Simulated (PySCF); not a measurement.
Unknown compound

The spectra below were simulated for a compound C₈H₁₁FSi.

1H NMR (600 MHz, computed): δ 5.09 (m, 1H), 5.09 (m, 1H), 2.20 (d, 1H), 2.16 (m, 1H), 1.74 (m, 1H), 1.22 (m, 1H), 0.63 (m, 1H), 0.63 (m, 1H), 0.57 (m, 1H), 0.44 (m, 1H), 0.19 (m, 1H).

13C{1H} NMR (computed): δ 108.4 (CH), 99.7 (CH), 85.3 (C), 52.6 (CH), 22.3 (CH), 18.8 (CH2), 7.6 (CH2), 6.8 (CH2).

Theory: shielding tensors at PBE0/pcSseg-1 (GIAO), GFN2-xTB geometry, in PySCF 2.14.0 with density-fitted response routines (single conformer, non-relativistic Hamiltonian, gas phase).

Chemical shifts δ = σref − σ; 1H (σ = 31.72 ppm), 13C (σ = 186.93 ppm) against TMS, all at this level.

Q: Choose the structure that fits.
A. C#C[Si@@H]1C[C@@H](C2CC2)[C@@H]1F
B. C=C[C@@H]1C=C([SiH2]F)C=CC1
C. C#C[Si@@H]1C[C@@H](C2CC2)[C@H]1F

A: A. 

1. Rings plus π bonds: 4 (2 rings in the answer).
2. 8 carbon signals for 8 carbons: no two carbons are equivalent.
3. Carbon types of the structure: 1 × C, 4 × CH, 3 × CH2, leaving 1 H on heteroatoms.
4. δC 108.4: terminal alkyne carbon.
5. δC 99.7: sp3 CH bonded to F and Si; the inductive effect lowers its shielding.
6. δC 85.3: alkyne carbon; sp carbons lie upfield of alkene carbons because the cylindrical π system leaves one tensor component strongly shielded.
7. δC 52.6: sp3 CH in a ring; aliphatic region, no heteroatom directly attached.
8. δH 5.09: hydrogen on an sp3 CH bonded to F and Si; its carbon carries F, an electronegative neighbour.

The others: C=C[C@@H]1C=C([SiH2]F)C=CC1 has carbons computed at 151.5, 151.3, 135.5, 134.1, 128.8, 122.6, 45.9, 32.5, with a different DEPT pattern; C#C[Si@@H]1C[C@@H](C2CC2)[C@H]1F has carbons computed at 107.6, 95.9, 87.4, 50.2, 18.2, 16.0, 8.9, 4.1.

Splittings by 19F in the carbon and heteronuclear signals aren't shown, as no couplings were computed. Shifts are as computed. Against solution values, carbons near 30 ppm lie about +3 ppm off and those near 130 ppm about +5 ppm. Of 1309 compounds with measured shifts, 239 miss one by over three times the rms of a fit or turn the order of signals round; such compounds aren't used in these exercises. Multiplicities follow the n + 1 count of equivalent neighbours, as no J values were calculated; m marks all less simple cases, F and P coupling included.
